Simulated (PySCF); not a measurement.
SMILES CC(=O)[SiH2]CS (GFN2-xTB optimised geometry):

```
14

C      1.962     0.345    -2.018
C      0.519     0.511    -1.634
O     -0.253     1.162    -2.305
Si    -0.056    -0.351     0.000
C     -1.957    -0.351     0.000
S     -2.589     1.371     0.000
H      2.199     0.909    -2.917
H      2.161    -0.712    -2.183
H      2.589     0.674    -1.192
H      0.463    -1.721    -0.001
H      0.457     0.435     1.121
H     -2.393    -0.863    -0.856
H     -2.361    -0.801     0.904
H     -2.004     1.721    -1.142
```

Level of theory: PySCF with CAM-B3LYP/def2-TZVP.

Question: What are the frontier orbital energies and the dipole moment?

Answer: HOMO-2 -10.28 eV, HOMO-1 -8.44 eV, HOMO -7.86 eV, LUMO -0.09 eV, LUMO+1 1.16 eV; dipole moment 3.43 D.

Meta-Löwdin charges at CAM-B3LYP/def2-TZVP: C1 -0.38, C2 0.20, O3 -0.41, Si4 0.60, C5 -0.50, S6 -0.10, H7 0.13, H8 0.14, H9 0.13, H10 -0.11, H11 -0.09, H12 0.13, H13 0.14, H14 0.11.
